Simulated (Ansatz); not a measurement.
A search over several starts for the lowest SCF solution of Pd2O2⁻ at the given spin, in a small basis.

```yaml
crystal:
  periodic: [false, false, false]
  atoms:
    - {symbol: Pd, position_ang: [-1.336281, -0.032142, 0.005280]}
    - {symbol: Pd, position_ang: [1.336278, 0.032228, -0.005254]}
    - {symbol: O, position_ang: [0.036031, -1.501455, -0.033746]}
    - {symbol: O, position_ang: [-0.036028, 1.501369, 0.033720]}
basis:
  gaussian: {orbitals: def2-SVP, initial_orbitals: start.molden}
total_charge: -1
magnetization: {spin_polarized: true, initial_magnetization: 3}
hamiltonian: {xc: pbe0, dispersion: d4}
output: {orbitals: {seedname: orbitals}}
```

The file start.molden holds the orbitals of an earlier run on this structure, at another level or in another basis.

```sh
$ ansatz run in.yaml --threads 2 --pin off --events-out ev --progress --plain --max-ram 4352MiB
```

Shortened log:

```
Functional definition: PBE0
916 factors; integrals over basis functions are off by at most 7.8e-4 eV
mean field evaluation 1: about -11042.6026 eV, gradient 8.5e0 eV
mean field evaluation 2: about -11042.8704 eV, gradient 4.2e-1 eV
mean field evaluation 4: about -11043.1365 eV, gradient 2.6e-2 eV
mean field evaluation 8: about -11043.1365 eV, gradient 2.2e-5 eV
mean field evaluation 16: about -11043.1365 eV, gradient 2.2e-6 eV
mean field evaluation 32: about -11042.5794 eV, gradient 3.5e-3 eV
mean field evaluation 64: about -11042.6371 eV, gradient 5.2e-2 eV
mean field -11043.13649107 eV, -405.8277807399 hartree, gradient 2.2e-6 eV, S^2 3.842656; 9 other end points of the search recorded, 0 dependent functions left out
reference -11043.13651920 eV, -405.8277817738 hartree; 28, 25 occupied and 62, 65 virtual orbitals, 916 factors
Total energy: -11043.26115884 eV, -405.8323621961 hartree
```

Run time 16 s (2 threads of Arm Neoverse V2 on a shared host).

In the def2 sets Pd takes a core potential; there is no spin–orbit coupling. At PBE0-D4/def2-TZVPD a doublet of charge -1 lies 0.22 eV below the quartet, each at its own geometry. The structure comes from a short search, and lower isomers may exist.
